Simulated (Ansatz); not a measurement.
```xyz
5

N    -1.841    1.305   -1.096
C    -1.033    0.772   -0.469
Sn    0.377   -0.097    0.861
Cl    0.037   -2.386    0.726
Cl    2.461    0.407   -0.021
```

Total charge 0; spin multiplicity 2. Sn: def2 effective core potential.

(1) List the PBE0/def2-TZVPP orbital energies in eV (Ansatz 0.2.0). (Best estimate.)

Answers

(1) The calculation gave: α occupied: -2768.14, -2768.14, -392.15, -279.58, -259.96, -259.96, -198.28, -198.28, -198.11, -198.11, -198.09, -198.09, -142.35, -97.02, -96.94, -96.91, -30.83, -30.77, -30.71, -30.64, -30.62, -25.92, -23.66, -23.23, -16.28, -12.96, -11.72, -10.94, -10.75, -10.43, -10.31, -9.97, -9.95, -9.81, -8.03. α empty: -1.88, -1.67, -0.33, 0.75, 0.96, 1.94, 2.17, 2.46. β occupied: -2768.11, -2768.11, -392.13, -279.52, -259.93, -259.93, -198.19, -198.19, -198.07, -198.07, -198.07, -198.07, -142.27, -96.91, -96.91, -96.87, -30.74, -30.68, -30.57, -30.54, -30.53, -25.84, -23.44, -23.01, -15.84, -12.59, -11.37, -10.75, -10.55, -10.34, -10.15, -9.86, -9.83, -9.75. β empty: -5.24, -1.60, -1.34, 0.14, 1.05, 1.26, 2.03, 2.53. ⟨S²⟩ = 0.753.
